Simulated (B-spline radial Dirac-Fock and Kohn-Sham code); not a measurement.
**Photoemission from Zn at Ga Kα (9251.7 eV), detector at θ = 54.7°, φ = 0°**

System: the free zinc atom in the configuration [Ar] 3d10 4s2. The computed values come from an atomic code on a B-spline grid: Dirac-Hartree-Slater photoionisation with a Latter tail; cross sections with all multipoles, angular parameters from the dipole term and its interference with E2. Thresholds are tabulated edges, those marked * orbital energies of the model. For linearly polarised light dσ/dΩ = σ/(4π) [1 + β P₂(cos θ) + (δ + γ cos²θ) sin θ cos φ], with θ from the polarisation vector and φ the angle between the beam and the projection of the electron momentum on the plane normal to the polarisation. The dipole factor is 1 + βP₂ and the non-dipole term is the rest of the bracket. Open shells are filled statistically over j.

```csv
subshell,threshold (eV),σ (kb),β,γ,δ,dipole factor,non-dipole term,dσ/dΩ (kb/sr)
2s,1196.2,1.97,2.00,1.21,0.000,1.002,+0.329,0.208
2p1/2,1044.9,0.569,0.93,1.45,0.169,1.001,+0.533,0.0695
2p3/2,1021.8,1.04,0.93,1.46,0.169,1.001,+0.535,0.127
3s,139.8,0.288,2.00,1.30,0.000,1.002,+0.355,0.0311
3p1/2,91.40,0.0743,0.87,1.42,0.170,1.001,+0.527,0.00903
3p3/2,88.60,0.135,0.87,1.42,0.170,1.001,+0.527,0.0164
3d3/2,15.96*,0.00348,0.37,1.09,0.470,1.000,+0.680,0.000466
3d5/2,15.56*,0.00494,0.38,1.09,0.473,1.000,+0.684,0.000662
4s,8.27*,0.0157,2.00,1.32,0.000,1.002,+0.358,0.00170
```
